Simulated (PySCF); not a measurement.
B-trichloroborazine (B₃Cl₃H₃N₃), SMILES ClB1NB(Cl)NB(Cl)N1. Atoms are numbered in the order given.

```xyz
12

Cl     3.2172     0.0000     0.0000
B      1.4347     0.0000     0.0000
N      0.7073    -1.2251     0.0000
B     -0.7174    -1.2425     0.0000
Cl    -1.6086    -2.7862     0.0000
N     -1.4146     0.0000     0.0000
B     -0.7174     1.2425     0.0000
Cl    -1.6086     2.7862     0.0000
N      0.7073     1.2251     0.0000
H      1.2141    -2.1029     0.0000
H     -2.4282     0.0000     0.0000
H      1.2141     2.1029     0.0000
```
Charge 0, spin multiplicity 1.

Geometry: B3LYP-D3(BJ)/def2-SVP.

Method: PBE/def2-SVP in PySCF.

Atomic charges (e):

```csv
atom,Löwdin,Mulliken
Cl1,0.15,-0.11
B2,-0.33,-0.09
N3,0.07,0.06
B4,-0.33,-0.09
Cl5,0.15,-0.11
N6,0.07,0.06
B7,-0.33,-0.09
Cl8,0.15,-0.11
N9,0.07,0.06
H10,0.11,0.15
H11,0.11,0.15
H12,0.11,0.15
```

Computed Mayer and Wiberg (Löwdin basis) orders of the bonds:
```
bond    Mayer  Wiberg
------  -----  ------
Cl1–B2   1.27    1.55
B2–N3    1.29    1.32
N3–B4    1.29    1.32
B4–Cl5   1.27    1.55
B4–N6    1.29    1.32
N6–B7    1.29    1.32
B7–Cl8   1.27    1.55
B2–N9    1.29    1.32
B7–N9    1.29    1.32
N3–H10   0.91    0.94
N6–H11   0.91    0.94
N9–H12   0.91    0.94
```
